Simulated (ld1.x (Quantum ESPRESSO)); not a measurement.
**An all-electron radial function and its pseudo partner (Ir (Z = 77))**

Columns: radius, all-electron u(r) and pseudo u(r) of the 6p shell (level -1.18 eV) of iridium in the configuration [Xe] 4f14 5d7 6s2 6p0; PBEsol, scalar-relativistic, TM scheme, ld1.x (Quantum ESPRESSO) 7.5.

```
r (bohr)  all-electron  pseudo
   0.190       -0.0394  0.0031
   0.380        0.1142  0.0122
   0.570       -0.0443  0.0275
   0.760       -0.1754  0.0487
   0.950       -0.1917  0.0757
   1.140       -0.1298  0.1082
   1.330       -0.0334  0.1457
   1.520        0.0698  0.1877
   1.710        0.1657  0.2328
   1.900        0.2488  0.2797
   2.090        0.3178  0.3263
   2.280        0.3731  0.3704
   2.470        0.4160  0.4097
   2.660        0.4482  0.4424
   2.850        0.4711  0.4674
   3.040        0.4861  0.4843
   3.230        0.4944  0.4939
   3.420        0.4973  0.4972
   3.610        0.4956  0.4956
   3.800        0.4903  0.4903
   3.990        0.4821  0.4821
   4.180        0.4717  0.4717
   4.370        0.4597  0.4597
   4.560        0.4464  0.4464
   4.750        0.4323  0.4323
   4.940        0.4177  0.4177
```

Q: How many radial nodes do the two functions have?

A: The all-electron 6p function has n − l − 1 = 4 (the table is too coarse to show those close to the nucleus); the pseudo-wave has 0, since the states of the same l below it are removed with the core.

Q: At about which radius was the pseudo-wave matched?

A: 3.80 bohr. The columns agree to 0.0005 from 3.42 bohr on; several derivatives are matched, so the curves merge somewhat inside the radius.

Q: Is the pseudo-wave norm-conserving?

A: Yes: the TM scheme keeps the norm inside the radius equal to the all-electron one, which fixes the energy derivative of the logarithmic derivative at the level.
